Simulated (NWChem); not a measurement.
System: sulfur trioxide (SO₃); SMILES O=S(=O)=O

Computed with NWChem. The geometry was optimised at PBE0/def2-SVP. Level: M05-2X/def2-SVP with SMD (1 M gas to 1 M solution), gas-phase geometry.

| solvent | dielectric constant | solvation free energy (kcal/mol) | cavity-dispersion-structure term (kcal/mol) |
|---|---|---|---|
| water | 78.4 | -3.9 | -0.1 |
| dimethyl sulfoxide | 46.8 | -6.1 | -3.8 |
| acetone | 20.5 | -5.0 | -2.6 |
| ethylene glycol | 40.2 | … | … |
| chloroform | 4.71 | -1.9 | 0.4 |

Question: Complete the blanks.

Answer: 
- ethylene glycol, solvation free energy (kcal/mol): 2.1
- ethylene glycol, cavity-dispersion-structure term (kcal/mol): 5.9
